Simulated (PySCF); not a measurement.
Several molecules and their computed UV-vis stick spectra, shuffled. Theory: TDDFT PBE0/def2-SVPD, vertical, gas phase, core orbitals frozen in the response (PySCF). Geometries: GFN2-xTB; one conformer of each isolated species. Triplets are in the Tamm–Dancoff approximation.

A. `O=CCOCC(F)=C(F)F`
B. `[H]/N=C/c1ccc(N)cc1`
C. `N#C[C@]1(F)CCS1`
D. `[H]/N=C\c1cccc(N)c1`

Lowest singlet levels (six at most, fewer where fewer were computed) with oscillator strengths:

1. 4.25 eV (f 0.000); 5.70 eV (f 0.002); 6.34 eV (f 0.006); 6.38 eV (f 0.001); 6.70 eV (f 0.017); 6.95 eV (f 0.021); T1 3.64 eV
2. 4.11 eV (f 0.046); 4.45 eV (f 0.002); 5.10 eV (f 0.022); 5.64 eV (f 0.046); 5.79 eV (f 0.655); 6.22 eV (f 0.000); T1 3.14 eV
3. 4.54 eV (f 0.003); 5.83 eV (f 0.003); 6.20 eV (f 0.019); 6.56 eV (f 0.067); 6.78 eV (f 0.016); 7.25 eV (f 0.035); T1 3.97 eV
4. 4.54 eV (f 0.288); 4.66 eV (f 0.001); 4.77 eV (f 0.187); 5.53 eV (f 0.001); 5.78 eV (f 0.148); 6.00 eV (f 0.000); T1 3.11 eV

Problem. Match each spectrum to its molecule.

Solution. 1 = A, 2 = D, 3 = C, 4 = B.
- A: S1 at 4.25 eV, HOMO→LUMO (87%); Löwdin shares by element: HOMO oxygen 57%, carbon 23% or more (atoms not listed hold the other 21%); LUMO carbon 51% or more, oxygen 36% or more, hydrogen 6% or more; HOMO -7.64 and LUMO -1.18 eV.
- B: S1 at 4.54 eV, HOMO→LUMO (74%), HOMO→LUMO+1 (20%); Löwdin shares by element: HOMO carbon 39% or more, nitrogen 22% or more (atoms not listed hold the other 39%); LUMO carbon 42% or more, nitrogen 20% or more (atoms not listed hold the other 38%); HOMO -5.98 and LUMO -0.93 eV.
- C: S1 at 4.54 eV, HOMO→LUMO (96%); Löwdin shares by element: HOMO sulfur 70%, carbon 16% or more; LUMO sulfur 47%, carbon 35% or more (atoms not listed hold the other 19%); HOMO -7.56 and LUMO -1.32 eV.
- D: S1 at 4.11 eV, HOMO→LUMO (93%); Löwdin shares by element: HOMO carbon 43% or more, nitrogen 26% or more (atoms not listed hold the other 31%); LUMO carbon 42% or more, nitrogen 20% or more (atoms not listed hold the other 38%); HOMO -6.26 and LUMO -1.34 eV.
B and C have S1 within 0.01 eV of each other; their strongest listed levels stand at 4.54 eV (f 0.288) and 6.56 eV (f 0.067).
A and D have S1 within 0.14 eV of each other; their strongest listed levels stand at 6.95 eV (f 0.021) and 5.79 eV (f 0.655).
